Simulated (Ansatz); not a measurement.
Stepwise reaction of `[SiH3][SiH2]N[SiH2][SiH3]` with hydrogen chloride, as a gas-phase model of exchange steps in deposition or etching. ΔE in kJ/mol; ΔG adds harmonic PBE0-D4 terms to CCSD(T)/CBS, at 1 bar.

Calculated with Ansatz (gas phase, PBE0-D4/def2-TZVP geometries, no zero-point term in ΔE). CBS: MP2 limit from def2 TZ/QZ plus the TZ coupled-cluster correction, frozen cores. This one scheme is used for every species. Functionals use def2-TZVPP. B3LYP here is the variant with VWN-RPA as its local correlation; programs differ in this. Each species was taken in one conformer, which may not be the lowest.

| step | reaction | PBE-D4 | B3LYP-D4 | ωB97M-V | CCSD(T)/CBS | ΔG(500 K) |
| --- | --- | --- | --- | --- | --- | --- |
| 1 | `[SiH3][SiH2]N[SiH2][SiH3]` + HCl → `[SiH3][SiH2]N[SiH2]Cl` + SiH₄ | -101.2 | -115.1 | -122.2 | -116.3 | -103.0 |
| 2 | `[SiH3][SiH2]N[SiH2]Cl` + HCl → `Cl[SiH2]N[SiH2]Cl` + SiH₄ | -95.8 | -110.2 | -116.7 | -112.0 | -105.3 |

Q: By hand: ΔE of the 2 steps together at CCSD(T)/CBS.

A: (-116.3) + (-112.0) = -228.3 kJ/mol, or -114.2 kJ/mol a step.

In ΔE the steps differ by no more than 4.3 kJ/mol. All are downhill at CCSD(T)/CBS. ΔG lies between -105.3 and -103.0 kJ/mol a step. PBE-D4 differs from CCSD(T)/CBS by 15.1 to 16.2 kJ/mol a step. Only this route is followed, and other bonds may react first. Isolated molecules leave out the surface, adducts and barriers. Largest T1 diagnostic: 0.013.
